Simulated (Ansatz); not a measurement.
Gas-phase electronic energies from Ansatz, PBE0-D4/def2-TZVP geometries. CBS: MP2 limit from def2 TZ/QZ plus the TZ coupled-cluster correction, frozen cores. This one scheme is used for every species. Each species was taken in one conformer, which may not be the lowest.

Consider the ligand exchange at the Si–N bond: `C[Si]N(C)C` + CH₃SH → `C[Si]SC` + `CNC`.

| species | MP2/def2-QZVPP energy (Eh) |
| --- | --- |
| `C[Si]N(C)C` | -463.20323 |
| CH₃SH | -438.15657 |
| `C[Si]SC` | -766.44220 |
| `CNC` | -134.91716 |

(1) Work out ΔE.

Largest T1 diagnostic among the species: 0.014.

Answers

(1) ΔE = (-766.44220) + (-134.91716) − (-463.20323) − (-438.15657) = 0.00044 Eh = +0.3 kcal/mol. CCSD(T)/CBS gives -0.1 kcal/mol.

In def2-TZVPP, CCSD(T) changes the Hartree–Fock value by +2.2 kcal/mol (the triples alone add −0.0 kcal/mol) and MP2 by +2.0 kcal/mol. The D4 term adds +1.2 kcal/mol with B3LYP and +0.7 kcal/mol with PBE0; it sums over pairs of atoms, weighted by their polarisabilities, and B3LYP, whose exchange is more repulsive, gets the larger term.

B3LYP here is the variant with VWN-RPA as its local correlation; programs differ in this.
